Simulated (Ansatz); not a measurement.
Reaction (ligand exchange at the Si–C bond): `CC[Si](N)(O)F` + HCl → `N[Si](O)(F)Cl` + ethane

Calculated with Ansatz (gas phase, PBE0-D4/def2-TZVP geometries, no zero-point term in ΔE). CCSD(T)/CBS is the MP2 limit (def2-TZVPP, def2-QZVPP) plus CCSD(T) − MP2 in def2-TZVPP, frozen cores. This one scheme is used for every species. DFT in def2-TZVPP. One conformer a species, not always the lowest.

| level | ΔE (kJ/mol) |
| --- | --- |
| B2PLYP | -109.7 |
| SCS-MP2/def2-QZVPP | -109.1 |

Task: What does CCSD(T)/CBS give? (An estimate is asked.)

Result: Computed: -104.7 kJ/mol. The listed levels differ from it by -5.0, -4.4 kJ/mol.

Largest T1 diagnostic among the species: 0.010.

In def2-TZVPP, CCSD(T) changes the Hartree–Fock value by +18.8 kJ/mol (the triples alone add +1.4 kJ/mol) and MP2 by +14.1 kJ/mol. The D4 term adds +5.0 kJ/mol with B3LYP and +3.3 kJ/mol with PBE0; it sums over pairs of atoms, weighted by their polarisabilities, and B3LYP, whose exchange is more repulsive, gets the larger term.

B3LYP here is the variant with VWN-RPA as its local correlation; programs differ in this.
